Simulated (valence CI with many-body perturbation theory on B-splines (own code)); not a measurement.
# E1 line list for Cs²²⁺

Level of theory: valence CI with perturbative core correlation (CI+MBPT): five valence electrons over a frozen Dirac-Fock core [Ar] 3d10, a basis of 9 s, 9 p, 8 d, 6 f, 3 g, 1 h functions for each j, with the one-electron correlation potential Σ1, the two-electron term Σ2, the three-electron term Σ3, Breit, model QED; selected CI, second order for the rest (own B-spline code, finite nucleus).

No measured levels were compared; by estimate levels hold to about 250 cm⁻¹ or 0.2 % of their energy and the worst to 1 %, as in measured heavy ions of charge 2 to 7; those with d or f electrons hold less well. Among the levels kept, up to 270 cm⁻¹ of a level comes from second order outside the variational space, and about a tenth of that is noise between levels of different J, which matters for small intervals.

Lines 51 to 100 of 182 in falling wavelength, among levels below 1282300 cm⁻¹, chosen from the strongest by gf and those to the six lowest levels. Wavelengths and rates use the calculated energies, so an error of 2000 cm⁻¹ moves a line at 19.76 nm by 0.4 % and its rate by three times that or more. Electric multipoles are in the length gauge, E1 and E2 with the static RPA response of the core. Weak lines are less certain than strong ones. Lines between different terms over intervals too small for the method are left out, as are lines whose strength nearly cancels. The highest levels of a list are the least certain.

Levels are named by their leading jj configuration (3d3/2^4 stands for four electrons in 3d with j = 3/2), which in mixed levels can hold well under half, so a name can repeat and another be missing. Letters in brackets count levels of one name in rising energy.

```
λ vac (nm)                               Upper                         Lower   A (s⁻¹)  S (a.u.) with core polarisation  S without
     19.76  (4s 4p1/2^2 4p3/2 4d3/2) J=3/2 [a]      (4s 4p1/2 4p3/2^3) J=5/2  8.81e+08                         1.34e-02   1.45e-02
     19.75        (4s 4p1/2 4p3/2^3) J=3/2 [a]    (4s^2 4p1/2 4p3/2^2) J=1/2  2.28e+08                         3.47e-03   3.77e-03
     19.64             (4p1/2^2 4p3/2^3) J=3/2  (4s 4p1/2 4p3/2^3) J=3/2 [a]  5.66e+09                         8.47e-02   9.17e-02
     19.49  (4s 4p1/2^2 4p3/2 4d3/2) J=3/2 [b]    (4s^2 4p1/2^2 4d5/2) J=5/2  8.13e+08                         1.19e-02   1.29e-02
     19.02  (4s^2 4p1/2 4p3/2 4d3/2) J=5/2 [a]          (4s^2 4p3/2^3) J=3/2  5.00e+07                         1.02e-03   1.10e-03
     18.64  (4s^2 4p1/2 4p3/2 4d3/2) J=1/2 [a]          (4s^2 4p3/2^3) J=3/2  3.43e+06                         2.20e-05   2.51e-05
     18.50        (4s 4p1/2 4p3/2^3) J=3/2 [a]    (4s^2 4p1/2 4p3/2^2) J=5/2  9.78e+08                         1.22e-02   1.32e-02
     18.48          (4s 4p1/2^2 4p3/2^2) J=5/2    (4s^2 4p1/2^2 4p3/2) J=3/2  5.66e+09                         1.06e-01   1.15e-01
     18.45  (4s 4p1/2^2 4p3/2 4d3/2) J=3/2 [a]  (4s 4p1/2 4p3/2^3) J=3/2 [a]  1.02e+09                         1.26e-02   1.36e-02
     18.38          (4s^2 4p1/2^2 4d3/2) J=3/2    (4s^2 4p1/2 4p3/2^2) J=1/2  6.96e+08                         8.53e-03   9.20e-03
     18.21  (4s^2 4p1/2 4p3/2 4d3/2) J=3/2 [a]          (4s^2 4p3/2^3) J=3/2  1.79e+09                         2.13e-02   2.31e-02
     18.11  (4s 4p1/2^2 4p3/2 4d3/2) J=3/2 [b]    (4s^2 4p1/2^2 4d3/2) J=3/2  1.18e+10                         1.39e-01   1.50e-01
     17.64        (4s 4p1/2 4p3/2^3) J=3/2 [a]    (4s^2 4p1/2 4p3/2^2) J=3/2  1.65e+10                         1.79e-01   1.94e-01
     17.34            (4s 4p1/2 4p3/2^3) J=5/2    (4s^2 4p1/2 4p3/2^2) J=5/2  1.60e+10                         2.47e-01   2.68e-01
     17.29          (4s^2 4p1/2^2 4d3/2) J=3/2    (4s^2 4p1/2 4p3/2^2) J=5/2  1.06e+08                         1.09e-03   1.17e-03
     17.12            (4s 4p1/2 4p3/2^3) J=1/2    (4s^2 4p1/2 4p3/2^2) J=1/2  1.81e+10                         8.96e-02   9.71e-02
     17.07             (4p1/2^2 4p3/2^3) J=3/2    (4s 4p1/2^2 4p3/2^2) J=1/2  1.09e+09                         1.07e-02   1.16e-02
     16.95  (4s^2 4p1/2 4p3/2 4d5/2) J=5/2 [a]          (4s^2 4p3/2^3) J=3/2  8.53e+08                         1.23e-02   1.33e-02
     16.95  (4s 4p1/2^2 4p3/2 4d3/2) J=3/2 [b]  (4s 4p1/2 4p3/2^3) J=3/2 [a]  8.71e+08                         8.36e-03   9.04e-03
     16.89             (4p1/2^2 4p3/2^3) J=3/2    (4s 4p1/2^2 4p3/2^2) J=3/2  1.21e+10                         1.15e-01   1.24e-01
     16.78        (4s 4p1/2 4p3/2^3) J=3/2 [b]    (4s^2 4p1/2 4p3/2^2) J=1/2  4.46e+09                         4.16e-02   4.51e-02
     16.66  (4s^2 4p1/2 4p3/2 4d5/2) J=3/2 [a]          (4s^2 4p3/2^3) J=3/2  1.09e+09                         9.94e-03   1.08e-02
     16.59            (4s 4p1/2 4p3/2^3) J=5/2    (4s^2 4p1/2 4p3/2^2) J=3/2  4.29e+08                         5.80e-03   6.28e-03
     16.54          (4s^2 4p1/2^2 4d3/2) J=3/2    (4s^2 4p1/2 4p3/2^2) J=3/2  7.66e+09                         6.84e-02   7.39e-02
     16.52          (4s 4p1/2^2 4p3/2^2) J=3/2    (4s^2 4p1/2^2 4p3/2) J=3/2  2.81e+10                         2.51e-01   2.71e-01
     16.41                  (4s 4p3/2^4) J=1/2          (4s^2 4p3/2^3) J=3/2  4.46e+10                         1.95e-01   2.11e-01
     16.36          (4s 4p1/2^2 4p3/2^2) J=1/2    (4s^2 4p1/2^2 4p3/2) J=3/2  2.42e+10                         1.05e-01   1.13e-01
     16.19          (4s^2 4p1/2^2 4d5/2) J=5/2    (4s^2 4p1/2 4p3/2^2) J=5/2  1.06e+09                         1.33e-02   1.44e-02
     16.16  (4s 4p1/2^2 4p3/2 4d3/2) J=3/2 [a]    (4s 4p1/2^2 4p3/2^2) J=1/2  1.22e+09                         1.02e-02   1.09e-02
     16.09      (4s 4p1/2^2 4p3/2 4d3/2) J=1/2    (4s 4p1/2^2 4p3/2^2) J=3/2  1.95e+09                         8.01e-03   8.57e-03
     15.95  (4s^2 4p1/2 4p3/2 4d3/2) J=5/2 [b]          (4s^2 4p3/2^3) J=3/2  2.37e+08                         2.84e-03   3.09e-03
     15.87        (4s 4p1/2 4p3/2^3) J=3/2 [b]    (4s^2 4p1/2 4p3/2^2) J=5/2  4.44e+10                         3.50e-01   3.79e-01
     15.76  (4s^2 4p1/2 4p3/2 4d3/2) J=3/2 [b]          (4s^2 4p3/2^3) J=3/2  1.58e+09                         1.22e-02   1.32e-02
     15.75  (4s^2 4p1/2 4p3/2 4d3/2) J=1/2 [b]          (4s^2 4p3/2^3) J=3/2  1.58e+09                         6.10e-03   6.57e-03
     15.53          (4s^2 4p1/2^2 4d5/2) J=5/2    (4s^2 4p1/2 4p3/2^2) J=3/2  1.83e+08                         2.03e-03   2.21e-03
     15.51            (4s 4p1/2 4p3/2^3) J=1/2    (4s^2 4p1/2 4p3/2^2) J=3/2  3.74e+10                         1.38e-01   1.49e-01
     15.24             (4p1/2^2 4p3/2^3) J=3/2    (4s 4p1/2^2 4p3/2^2) J=5/2  5.88e+09                         4.11e-02   4.44e-02
     15.24        (4s 4p1/2 4p3/2^3) J=3/2 [b]    (4s^2 4p1/2 4p3/2^2) J=3/2  6.00e+08                         4.19e-03   4.54e-03
     15.16  (4s^2 4p1/2 4p3/2 4d3/2) J=1/2 [a]    (4s^2 4p1/2 4p3/2^2) J=1/2  5.25e+09                         1.80e-02   1.95e-02
     15.06  (4s^2 4p1/2 4p3/2 4d5/2) J=3/2 [b]          (4s^2 4p3/2^3) J=3/2  6.03e+08                         4.06e-03   4.38e-03
     14.87  (4s^2 4p1/2 4p3/2 4d3/2) J=3/2 [a]    (4s^2 4p1/2 4p3/2^2) J=1/2  4.92e+09                         3.19e-02   3.44e-02
     14.86  (4s 4p1/2^2 4p3/2 4d3/2) J=3/2 [b]    (4s 4p1/2^2 4p3/2^2) J=3/2  9.00e+08                         5.82e-03   6.23e-03
     14.80  (4s^2 4p1/2 4p3/2 4d5/2) J=5/2 [b]          (4s^2 4p3/2^3) J=3/2  1.01e+09                         9.73e-03   1.05e-02
     14.63  (4s^2 4p1/2 4p3/2 4d3/2) J=5/2 [a]    (4s^2 4p1/2 4p3/2^2) J=5/2  1.68e+09                         1.56e-02   1.67e-02
     14.56      (4s 4p1/2^2 4p3/2 4d3/2) J=5/2    (4s 4p1/2^2 4p3/2^2) J=5/2  3.90e+09                         3.57e-02   3.81e-02
     14.53        (4s 4p1/2 4p3/2^3) J=3/2 [a]    (4s^2 4p1/2^2 4p3/2) J=3/2  1.26e+08                         7.60e-04   8.35e-04
     14.51  (4s 4p1/2^2 4p3/2 4d3/2) J=3/2 [a]    (4s 4p1/2^2 4p3/2^2) J=5/2  8.44e+09                         5.09e-02   5.46e-02
     14.46      (4s^2 4p1/2 4p3/2 4d5/2) J=1/2          (4s^2 4p3/2^3) J=3/2  1.55e+10                         4.61e-02   4.99e-02
     14.45      (4s 4p1/2^2 4p3/2 4d3/2) J=7/2    (4s 4p1/2^2 4p3/2^2) J=5/2  1.13e+09                         1.34e-02   1.42e-02
     14.24      (4s^2 4p1/2 4p3/2 4d3/2) J=7/2    (4s^2 4p1/2 4p3/2^2) J=5/2  7.49e+08                         8.55e-03   9.10e-03
```
